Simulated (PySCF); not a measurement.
C4H7NPSi2 (doublet state).
Structure used (GFN2-xTB), in Å, numbered top down from 1:
```xyz
15
C4H7NPSi2 angstrom
C     -2.2110    1.6885    1.0548
C     -1.9690    1.3631   -0.0723
C     -1.6252    0.9394   -1.4056
Si    -0.2035   -0.3614   -1.2912
C     -1.0480   -1.9026   -0.6886
N     -1.5131   -2.9100   -0.3825
Si     1.7461    0.2095   -0.2128
P      2.9090   -1.7014   -0.1935
H     -2.4620    1.9940    2.0260
H     -2.5080    0.5172   -1.8886
H     -1.3049    1.8061   -1.9870
H      1.7355    0.8571    1.1110
H      2.4927    1.1148   -1.1024
H      3.8293   -1.2844    0.7447
H      2.1277   -2.3219    0.7605
```

The hyperfine couplings belong to this conformer and change with its torsions.

Identity: `C#CC[Si](C#N)[SiH2]P` [radical].

Computed with UKS B3LYP, pcH-1 on C H N P Si, non-relativistic, mean-field spin-orbit, GIAO in PySCF. The structure is a single GFN2-xTB conformer in the gas phase; no vibrational or solvent corrections. Couplings are sensitive to structure, and on GFN2-xTB geometries they can be far from those on DFT ones, by a factor of two or more for some ions and for spin on atoms past the first row. The SCF solution wasn't tested for stability.

Principal values of hyperfine tensors in MHz (contact, dipolar and spin–orbit terms together), for some of the nuclei:

| atom | isotope | A1 | A2 | A3 |
| --- | --- | --- | --- | --- |
| Si4 | 29Si | -567.27 | -317.12 | -315.27 |
| H12 | 1H | 58.93 | 60.76 | 63.56 |
| Si7 | 29Si | -58.41 | -44.04 | -40.93 |
| C2 | 13C | 26.70 | 29.11 | 35.74 |
| C3 | 13C | 12.41 | 12.55 | 20.64 |
| P8 | 31P | 9.82 | 12.54 | 14.57 |
| C1 | 13C | 0.69 | 0.77 | 16.03 |
| H9 | 1H | -7.72 | -5.25 | -1.28 |

(1) Give the isotropic coupling of each nucleus in MHz and in mT (g = 2.0030), and the anisotropic part.

(2) What spin density at the nucleus of C1 lies behind its contact coupling (g_N = 1.40482)?

(3) C5 (13C, g_N = 1.40482) isn't in the table. Its spin density at the nucleus is 0.004272 bohr⁻³. What is its contact coupling?

(4) Which nucleus of the table has the largest anisotropic coupling, and what is its form?

(5) What first-order splitting does Si4 cause when the field lies along A1, A2 or A3 of its tensor (g taken as isotropic, no quadrupole term)?

## Answers

(1) a_iso = (A1 + A2 + A3)/3, Ti = Ai − a_iso; 1 mT corresponds to 28.035 MHz. The tensors hold a spin–orbit part: the run splits a_iso into a_FC + a_SO, and T includes its anisotropic share.

| atom | a_iso (MHz) | a_FC | a_SO | a_iso (mT) | T1 | T2 | T3 |
| --- | --- | --- | --- | --- | --- | --- | --- |
| Si4 | -399.89 | -400.98 | 1.10 | -14.264 | -167.38 | 82.76 | 84.62 |
| H12 | 61.08 | 61.08 | 0.00 | 2.179 | -2.16 | -0.32 | 2.48 |
| Si7 | -47.80 | -47.84 | 0.05 | -1.705 | -10.62 | 3.75 | 6.87 |
| C2 | 30.51 | 30.52 | 0.00 | 1.088 | -3.82 | -1.41 | 5.23 |
| C3 | 15.20 | 15.18 | 0.03 | 0.542 | -2.79 | -2.65 | 5.44 |
| P8 | 12.31 | 12.31 | 0.00 | 0.439 | -2.49 | 0.23 | 2.26 |
| C1 | 5.83 | 5.84 | 0.00 | 0.208 | -5.14 | -5.06 | 10.20 |
| H9 | -4.75 | -4.75 | 0.00 | -0.170 | -2.97 | -0.50 | 3.47 |

(2) a_FC = 800.24 MHz bohr³ × g_N × ρ(0)/(2S). With a_FC = 5.84 MHz and 2S = 1, ρ(0) = 0.005191 bohr⁻³.

(3) By the same relation, a_FC = 4.80 MHz. Its full tensor has the principal values -2.68, 3.99, 13.13 MHz.

(4) Si4: -167.4, 82.8, 84.6 MHz (the dipolar term alone has -166.4, 82.5, 83.9), axial, in the ratio +1:+1:−2, the form that spin in one p orbital centred on that nucleus gives (the nuclear moment is negative).

(5) 2 lines (I = 1/2), spaced by |A_i|/(g × 13.996): 20.23, 11.31, 11.25 mT along the axes of A1, A2 and A3.

On Intel Xeon at 2.50 GHz, one thread, no GPU, shared host, this took 4.4 min wall (with the writing of density and orbital grids) and 1.1 GiB of memory at its peak.
